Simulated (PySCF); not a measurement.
**How methods differ on the ionisation energy of Se²⁺**

Se²⁺ [Ar] 3d10 4s2 4p2 (3P) → Se³⁺ [Ar] 3d10 4s2 4p1 (2P), as a difference of total energies. Calculation: PySCF 2.14, in aug-cc-pVTZ-DK; the spin-free X2C one-electron Hamiltonian (Gaussian nucleus). Correlated levels: valence: [Ar] 3d10 frozen. The calculations carry no spin-orbit coupling.

Task: Order these methods by the ionisation energy they give, lowest first.
A. MP2 (valence)
B. M06-2X
C. PBE0
D. r2SCAN

Result: A (31.392 eV), B (31.414 eV), C (31.631 eV), D (31.829 eV).

A first-order spin-orbit estimate (lowest level to lowest level, LS coupling) adds -0.040 eV.

Errors of the correlated levels include the incompleteness of this basis and the frozen core.

For comparison: 31.697 ± 0.019 eV (measured; NIST Atomic Spectra Database, ionization energies).
